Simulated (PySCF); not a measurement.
A side-by-side comparison of computed properties.

First species: C₆H₉N.
SMILES: `[H]/N=C(\C=C)CC=C`

Second species: C6H8F2.
SMILES: `C(=C)C([C@@H](F)CF)=C`

Levels: PBE0/def2-SVPD for dipole moment, HOMO energy, LUMO energy, HOMO–LUMO gap, static isotropic polarisability and electronic spatial extent ⟨r²⟩ about the centre of nuclear charge; TDDFT PBE0/def2-SVPD for lowest singlet excitation; TDA PBE0/def2-SVPD for lowest triplet excitation (Tamm–Dancoff); GFN2-xTB for rotational constant A and rotational constant C. Geometries: GFN2-xTB. All species are isolated and taken at one optimised geometry, non-relativistic unless stated; the electronic structure was computed with PySCF and density fitting.

Dipoles, sizes and rotational constants follow the conformer. The torsions of the flexible species, by atom-mapped SMILES:
- `[H]/[N:5]=[C:4](/[CH2:3][CH:2]=[CH2:1])[CH:6]=[CH2:7]`: C1–C2–C3–C4 -115°, C2–C3–C4–N5 -110°, C3–C4–C6–C7 161°
- `[CH2:1]=[CH:2][C:3](=[CH2:4])[C@@H:5]([F:6])[CH2:7][F:8]`: C1–C2–C3–C4 -179°, C2–C3–C5–F6 163°, C3–C5–C7–F8 143°

Values for the first species:

```
Dipole moment                                                     : 2.15 D
HOMO energy                                                       : -7.31 eV
LUMO energy                                                       : -1.48 eV
HOMO–LUMO gap                                                     : 5.83 eV
Lowest singlet excitation                                         : 4.29 eV
Lowest triplet excitation (Tamm–Dancoff)                          : 3.43 eV
Static isotropic polarisability                                   : 81.0 au
Electronic spatial extent ⟨r²⟩ about the centre of nuclear charge : 906 bohr²
Rotational constant A                                             : 4.550 GHz
Rotational constant C                                             : 1.358 GHz
```

Estimate the same properties for the second species, and the change in each.

```
                                                         property      first      second  second less first
                                                    dipole moment     2.15 D      2.37 D            +0.22 D
                                                      HOMO energy   -7.31 eV    -7.25 eV           +0.06 eV
                                                      LUMO energy   -1.48 eV    -1.26 eV           +0.22 eV
                                                    HOMO–LUMO gap    5.83 eV     5.99 eV           +0.16 eV
                                        lowest singlet excitation    4.29 eV     5.84 eV           +1.55 eV
                         lowest triplet excitation (Tamm–Dancoff)    3.43 eV     3.23 eV           -0.20 eV
                                  static isotropic polarisability    81.0 au     76.5 au            -4.5 au
electronic spatial extent ⟨r²⟩ about the centre of nuclear charge  906 bohr²  1036 bohr²         +130 bohr²
                                            rotational constant A  4.550 GHz   2.381 GHz         -2.169 GHz
                                            rotational constant C  1.358 GHz   1.124 GHz         -0.234 GHz
```

On the first: The 6 singlets span 4.29 to 7.10 eV, and their oscillator strengths add up to 0.36. No computed singlet falls in the visible range (750 to 380 nm, 1.65 to 3.26 eV); S1 lies 1.03 eV above its blue end.

On the second: S1 lies 0.15 eV below the HOMO–LUMO gap; its leading configuration is HOMO→LUMO, weight 0.97. The vertical singlet–triplet gap S1 − T1 is 2.61 eV (TDDFT singlet less Tamm–Dancoff triplet; S1: HOMO→LUMO, weight 0.97; T1: HOMO→LUMO, weight 0.95).
